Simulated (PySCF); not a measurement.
A PySCF script (with the pyscf-properties extension) for the NMR shieldings of SMILES C#C[Si@@H](C#CC)[Si@H](N)CF, C₆H₁₀FNSi₂, on a GFN2-xTB geometry:

```python
import basis_set_exchange as bse
import numpy as np
from pyscf import gto, dft
from pyscf.prop import nmr

atoms = """
C     0.323161    3.360680    0.799936
C     0.331250    2.314167    0.207923
Si    0.298756    0.683457   -0.679560
C     1.819075   -0.217185   -0.136118
C     2.798985   -0.808864    0.242266
C     3.974876   -1.516793    0.697619
Si   -1.587742   -0.518099   -0.097175
N    -2.076535   -1.411362   -1.488881
C    -3.083462    0.643346    0.206659
F    -4.223275   -0.103843    0.450461
H     0.323830    4.279588    1.313485
H     0.484444    0.993438   -2.110401
H     4.767287   -1.446542   -0.047483
H     3.738614   -2.567739    0.865181
H     4.329054   -1.080518    1.631521
H    -1.471306   -1.316033    1.141908
H    -3.032144   -1.730547   -1.542568
H    -1.463427   -2.106965   -1.881713
H    -2.943340    1.285705    1.078333
H    -3.313253    1.274786   -0.654430
"""
names = dict.fromkeys(["C", "Si", "N", "F", "H"], "pcSseg-1")
basis = {el: gto.basis.parse(bse.get_basis(n, elements=[el], fmt="nwchem")) for el, n in names.items()}
mol = gto.M(atom=atoms, basis=basis, charge=0, verbose=0)
mf = dft.RKS(mol, xc="PBE0")
mf.grids.level = 2
mf.grids.alignment = dft.numint.BLKSIZE   # the property module wants whole blocks of grid points
mf.conv_tol = 1e-9
mf.kernel()

calc = nmr.RKS(mf)   # GIAO
C = mf.mo_coeff
Co = C[:, mf.mo_occ > 0]
resp = mf.gen_response(singlet=True, hermi=2)
def vind(x):   # induced exchange potential for any number of trial vectors
    d = np.einsum("pi,xij,qj->xpq", C, 2 * x.reshape(-1, C.shape[1], Co.shape[1]), Co, optimize=True)
    return np.einsum("xpq,pi,qj->xij", resp(d - d.transpose(0, 2, 1)), C, Co, optimize=True).ravel()
mo1, _ = nmr.rhf.solve_mo1(calc, with_cphf=vind)
sigma = calc.kernel(mo1)
for i, s in enumerate(sigma):   # ppm
    print("%2d %-2s %9.2f" % (i, mol.atom_pure_symbol(i), np.trace(s) / 3))
```

Task: Give the expected output.

Result: 
```
 0 C      82.32
 1 C     101.96
 2 Si    442.72
 3 C     106.97
 4 C      71.32
 5 C     180.62
 6 Si    381.82
 7 N     265.49
 8 C     104.85
 9 F     475.86
10 H      29.78
11 H      26.84
12 H      29.62
13 H      29.63
14 H      29.56
15 H      26.24
16 H      31.13
17 H      31.75
18 H      26.69
19 H      26.66
```

These numbers come from an equivalent density-fitted implementation of the same equations, which agrees with the script to about 0.01 ppm for H and up to a few tenths of a ppm for heavy atoms, so last digits may differ.

Task: Turn these shieldings into chemical shifts. Scale: 13C (σ = 186.93 ppm), 29Si (σ = 349.16 ppm), 1H (σ = 31.72 ppm) vs TMS; 15N (σ = 267.73 ppm) vs NH3; 19F (σ = 170.95 ppm) vs CFCl3 (reference shieldings calculated alike).

Result: Averaging equivalent atoms: C 4: 115.6; C 0: 104.6; C 1: 85.0; C 8: 82.1; C 3: 80.0; C 5: 6.3; Si 6: -32.7; Si 2: -93.6; N 7: 2.2; F 9: -304.9; H 15: 5.47; H 19: 5.05; H 18: 5.02; H 11: 4.87; H 12/13/14: 2.11; H 10: 1.94; H 16/17: 0.27 ppm. Unscaled 19F shifts against computed CFCl3 carry errors that often reach 10 to 50 ppm. Experimental scales use liquid or dissolved standards, which lie at an offset from isolated NH3 (liquid NH3: subtract about 20 ppm).

Size and cost of the density-fitted run: 234 basis functions, 97 s wall time on 1 thread of an Arm Neoverse N1, shared host; peak memory 1.1 GiB.
